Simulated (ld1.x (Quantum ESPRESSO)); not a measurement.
## u(r) = r·R(r): atom against pseudo-atom (carbon (C))

Columns: radius, all-electron u(r) and pseudo u(r) of the 2s shell (level -14.03 eV) of carbon in the configuration [He] 2s1 2p3; BLYP, non-relativistic, TM semilocal scheme, ld1.x (Quantum ESPRESSO) 7.5.

```
r (bohr)  all-electron   pseudo
   0.108        0.3426  -0.0631
   0.215        0.2966  -0.1301
   0.322        0.1106  -0.2058
   0.430       -0.1096  -0.2948
   0.538       -0.3143  -0.3976
   0.645       -0.4834  -0.5083
   0.752       -0.6145  -0.6166
   0.860       -0.7102  -0.7085
   0.968       -0.7730  -0.7725
   1.075       -0.8080  -0.8080
   1.182       -0.8209  -0.8209
   1.290       -0.8166  -0.8166
   1.398       -0.7992  -0.7992
   1.505       -0.7725  -0.7725
   1.612       -0.7393  -0.7393
   1.720       -0.7014  -0.7014
   1.828       -0.6610  -0.6610
   1.935       -0.6198  -0.6198
   2.042       -0.5785  -0.5785
   2.150       -0.5374  -0.5374
   2.258       -0.4976  -0.4976
   2.365       -0.4597  -0.4597
   2.472       -0.4237  -0.4237
   2.580       -0.3894  -0.3894
   2.688       -0.3571  -0.3571
   2.795       -0.3273  -0.3273
```

How many radial nodes do the two functions have?

The all-electron 2s function has n − l − 1 = 1; the pseudo-wave has 0, since the states of the same l below it are removed with the core.

At about which radius was the pseudo-wave matched?

1.15 bohr, where the columns begin to agree (steps of 0.11 bohr).

Is the pseudo-wave norm-conserving?

Yes: the TM semilocal scheme keeps the norm inside the radius equal to the all-electron one, which fixes the energy derivative of the logarithmic derivative at the level.
